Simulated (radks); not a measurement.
The numbers below are computed, except where a source is named.
The potassium ion K+ inside a hard spherical wall (all orbitals vanish at R), configuration held at [Ar] and not refilled when levels cross. Code: a radial shooting solver on a logarithmic mesh with Libxc functionals. Model: scalar-relativistic Kohn-Sham, PBEsol, spin-polarised, spherical densities, finite nucleus; Fermi nuclear charge, rms radius 3.4349 fm. Eigenvalues in eV for spin up, with the zero of energy where the potential of the charges vanishes at infinity; a dash marks a level that is unbound or too diffuse for the functional's potential to be trusted. A positive occupied level is held by the wall or, in an anion where self-interaction has pushed it up, behind a barrier. The pressure on the wall is -dE/dV.

R (bohr),E (hartree),kinetic (hartree),e(2s),e(2p),e(3s),e(3p),"e(4s, empty)","e(3d, empty)",pressure (GPa)
free,-601.12880,604.646,-358.98,-286.02,-41.338,-24.830,-,-,0
20,-601.12880,604.646,-358.98,-286.02,-41.338,-24.830,-,-,< 0.0001
15,-601.12880,604.646,-358.98,-286.02,-41.338,-24.830,-,-,< 0.0001
10,-601.12880,604.646,-358.98,-286.02,-41.338,-24.830,-6.037,-3.703,< 0.0001
7,-601.12878,604.647,-358.98,-286.02,-41.337,-24.828,-5.513,-3.482,0.00257
3.5,-601.01993,605.443,-356.28,-283.29,-39.491,-22.797,12.541,1.488,49.7
2,-596.78931,622.776,-322.29,-248.41,-11.361,8.698,139.91,38.387,6580
